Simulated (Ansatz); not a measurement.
Stepwise reaction of `N[SiH2]N[SiH2]N` with hydrogen chloride, as a gas-phase model of exchange steps in deposition or etching. ΔE in kJ/mol.

Computed with Ansatz on PBE0-D4/def2-TZVP structures; ΔE is electronic, products minus reactants. CCSD(T)/CBS is the MP2 limit (def2-TZVPP, def2-QZVPP) plus CCSD(T) − MP2 in def2-TZVPP, frozen cores. This one scheme is used for every species. DFT in def2-TZVPP. B3LYP here is the variant with VWN-RPA as its local correlation; programs differ in this. One conformer a species, not always the lowest.

```json
{"step": "2", "reaction": "`N[SiH2]N[SiH2]Cl` + HCl → `Cl[SiH2]N[SiH2]Cl` + NH₃", "PBE-D4": "-47.2", "B3LYP-D4": "-43.7", "ωB97M-V": "-44.3", "CCSD(T)/CBS": "-44.5"}
```

**Question.** Give the row of step 1, `N[SiH2]N[SiH2]N` + HCl → `N[SiH2]N[SiH2]Cl` + NH₃. (An estimate is asked.)

**Answer.** Ansatz gave: 
| step | reaction | PBE-D4 | B3LYP-D4 | ωB97M-V | CCSD(T)/CBS |
| --- | --- | --- | --- | --- | --- |
| 1 | `N[SiH2]N[SiH2]N` + HCl → `N[SiH2]N[SiH2]Cl` + NH₃ | -55.6 | -52.3 | -52.4 | -51.6 |

**Question.** By hand: ΔE of the 2 steps together at CCSD(T)/CBS.

**Answer.** (-51.6) + (-44.5) = -96.1 kJ/mol, or -48.0 kJ/mol a step.

In ΔE each step is higher than the one before. All are downhill at CCSD(T)/CBS. PBE-D4 differs from CCSD(T)/CBS by -4.0 to -2.7 kJ/mol a step. Only this route is followed, and other bonds may react first. Isolated molecules leave out the surface, adducts and barriers. Largest T1 diagnostic: 0.010.
